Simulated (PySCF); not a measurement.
MoOF3, SMILES [O]=[Mo]([F])([F])[F] (connectivity only; charge and spin as stated), neutral, multiplicity 2.

The structure is a stationary point at r2SCAN-D4/def2-SVP. The spin state was assumed, not searched. The isomer is the one that the SMILES or the coordinates give; other isomers of the formula were not compared. The def2 effective core potentials stand for the cores of Mo; spin–orbit coupling is left out.

Computed with TDA-PBE/def2-SVPD in PySCF.

Vertical excitations. Isolated molecule, no solvent.

Computed lowest excited states:
```tsv
state	energy (eV)	λ (nm)	f	main pairs
root 1	0.74	1680	0.000	α HOMO→LUMO 100 %
root 2	2.26	548	0.001	α HOMO→LUMO+1 100 %
root 3	2.61	476	0.001	α HOMO→LUMO+2 99 %
root 4	2.90	428	0.001	α HOMO→LUMO+3 99 %
root 5	4.56	272	0.001	α HOMO→LUMO+4 100 %
root 6	4.84	256	0.001	α HOMO−2→LUMO 64 %, β HOMO−1→LUMO 28 %
root 7	4.95	251	0.000	α HOMO−1→LUMO 84 %, β HOMO→LUMO 13 %
root 8	5.24	236	0.000	α HOMO−3→LUMO 78 %, β HOMO−2→LUMO 20 %
root 9	5.35	232	0.001	α HOMO−1→LUMO 13 %, β HOMO→LUMO 84 %
root 10	5.45	228	0.000	β HOMO→LUMO+1 89 %
```
Unrestricted roots are not spin-pure.
